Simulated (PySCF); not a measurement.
## Structure from 2D NMR

Compound of formula C₁₃H₁₈. Correlations simulated from computed shifts and the bond graph:

HSQC (one-bond C–H):
```csv
δH,δC
7.17,141.8
7.08,118.3
6.97,121.8
6.97,122.6
5.55,119.1
5.13,119.1
2.22,26.1
1.44,32.0
```

COSY cross peaks (H two or three bonds apart, from the bond graph; peaks can be absent where the dihedral angle is near 90°):
```csv
δH,δH
7.17,5.55
7.17,5.13
7.08,6.97
6.97,6.97
5.55,5.13
```

HMBC (two and three bonds, from the bond graph):
```csv
δH,δC
7.17,"142.4, 135.8, 131.4, 119.1"
7.08,"142.4, 135.8, 122.6, 121.8, 39.7"
6.97,"142.4, 131.4, 122.6, 118.3"
6.97,"135.8, 131.4, 121.8, 118.3, 26.1"
5.55,"141.8, 135.8"
5.13,"141.8, 135.8"
2.22,"135.8, 131.4, 122.6"
1.44,"142.4, 39.7, 32.0"
```

Carbons without hydrogens: δ 142.4, 135.8, 131.4, 39.7.

Theoretical values (PySCF): NMR shieldings at KT2/pcSseg-1/GIAO, structure optimised with PBE0-D3(BJ)/def2-SVP. In vacuum, one computed conformer, non-relativistic, one averaged value for each set of equivalent atoms.

δ = σ(ref) − σ, references computed at the same level: TMS for ¹H (31.18 ppm) and ¹³C (183.22 ppm).

Exchangeable hydrogens are left out of these lists.

Assemble the structure.

Answers

`C1=CC=C(C(C)(C)C)C(C=C)=C1C`.

Atom-mapped SMILES (the numbers label the heavy atoms): `[CH2:1]=[CH:2][c:3]1[c:4]([CH3:5])[cH:6][cH:7][cH:8][c:9]1[C:10]([CH3:11])([CH3:12])[CH3:13]` (H(Xn): hydrogen on atom n). Ha(C1) is cis to C3; Hb(C1) is trans to C3.

δC 142.4 is C9, a substituted aromatic carbon. δC 141.8 is C2, an alkene CH (δH 7.17). δC 135.8 is C3, a substituted aromatic carbon. δC 131.4 is C4, a substituted aromatic carbon. δC 122.6 is C6, an aromatic CH (δH 6.97). δC 121.8 is C7, an aromatic CH (δH 6.97). δC 119.1 is C1, a terminal =CH2 carbon (δH 5.55, 5.13). δC 118.3 is C8, an aromatic CH (δH 7.08). δC 39.7 is C10, a quaternary sp3 carbon on an aromatic ring. δC 32.0 is C11/C12/C13, a methyl carbon (δH 1.44). δC 26.1 is C5, a methyl carbon on an aromatic ring (δH 2.22). HMBC from δH 7.17 reaches the proton-free carbons C9, C3, C4. HMBC from δH 7.08 reaches the proton-free carbons C9, C3, C10. HMBC from δH 6.97 reaches the proton-free carbons C9, C4. HMBC from δH 6.97 reaches the proton-free carbons C3, C4. COSY links 7.17–5.55, 7.17–5.13, 7.08–6.97, 6.97–6.97, 5.55–5.13.

This is the structure that produced the data.

Shifts are as computed. Against solution values, carbons near 30 ppm lie about +2 ppm off and those near 130 ppm about -5 ppm. Of 1313 compounds with measured shifts, 239 miss one by over three times the rms of a fit or turn the order of signals round; such compounds aren't used in these exercises.
